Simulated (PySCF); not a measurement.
The vertical singlet excitations below were computed for one of the candidates. Computed with PySCF 2.14.0, density-fitted response routines, TDDFT PBE0/def2-SVPD, vertical, gas phase, core orbitals frozen in the response. Geometries: GFN2-xTB, one conformer each.

```
state  E (eV)       f  main configurations (H = HOMO, L = LUMO)
   S1    5.78   0.835                                 H→L (96%)
   S2    6.64   0.013                               H→L+1 (95%)
   S3    6.81  0.0069                               H→L+2 (88%)
   S4    7.01  0.0054      H→L+3 (66%), H-2→L (13%), H-3→L (9%)
   S5    7.08  0.0032                               H-1→L (73%)
   S6    7.14   0.020                  H→L+4 (57%), H→L+5 (27%)
```

Task: Which candidate is it? All have the formula C6H7N.
A. `C=C/C=C\C1=NC1`
B. `C=C/C=C/CC#N`
C. `C#C/C(C=C)=N\C`

Result: B. Its S1, at 5.78 eV, is the highest among the candidates; the nearest of the others has S1 at 4.02 eV. S1 is HOMO→LUMO (96%). Löwdin shares by element: HOMO carbon 85% or more (atoms not listed hold the other 15%); LUMO carbon 78% or more (atoms not listed hold the other 22%). At the same level the other candidates give, for their lowest levels:
- `C#C/C(C=C)=N\C`: 4.02 eV (f 0.000); 5.30 eV (f 0.002); 5.31 eV (f 0.338); 5.65 eV (f 0.053); 6.49 eV (f 0.000); T1 3.10 eV; HOMO -7.39, LUMO -1.70 eV
- `C=C/C=C\C1=NC1`: 3.80 eV (f 0.000); 4.47 eV (f 0.456); 5.49 eV (f 0.124); 6.17 eV (f 0.002); 6.62 eV (f 0.001); T1 2.38 eV; HOMO -7.00, LUMO -2.26 eV

Shape of the structure used: `[CH2:1]=[CH:2]/[CH:3]=[CH:4]/[CH2:5][C:6]#[N:7]`: C1–C2–C3–C4 180°, C3–C4–C5–C6 119°.
Triplets come from the Tamm–Dancoff approximation.
